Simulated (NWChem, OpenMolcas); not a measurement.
## How basis sets differ on GeSiH5Cl (SMILES [SiH3][GeH2][Cl])

GeSiH5Cl: 8 atoms, total charge 0, spin state singlet. SMILES: `[SiH3][GeH2][Cl]`. The coordinates come from a PBE0-D4/def2-TZVP relaxation.

```xyz
8

Si   -0.8636    0.8273   -0.3025
Ge    0.7383   -0.8820    0.1184
Cl    1.9631   -0.1837    1.7662
H    -1.7449    0.4162   -1.4273
H    -0.1498    2.0787   -0.6589
H    -1.6785    1.0356    0.9202
H     1.7031   -1.1352   -1.0512
H     0.1246   -2.2139    0.5792
```

Quantity: the dipole moment, in D. The values are calculated.

```csv
level,kind,program,value (D),CPU time
HF/ANO-RCC-MB (DKH2),Hartree–Fock,OpenMolcas,2.87,6 s
HF/STO-3G,Hartree–Fock,NWChem,3.45,3.7 s
HF/3-21G,Hartree–Fock,NWChem,3.46,4.5 s
HF/def2-SVP,Hartree–Fock,OpenMolcas,2.34,12 s
```

All-electron rows without a relativistic Hamiltonian named are non-relativistic. The values span 2.34 to 3.46 D. Magnitudes only. Sets without polarisation functions give poor dipoles. Times are those of the runs behind each value, whatever else they computed, on shared processors of several kinds: orders of magnitude only.
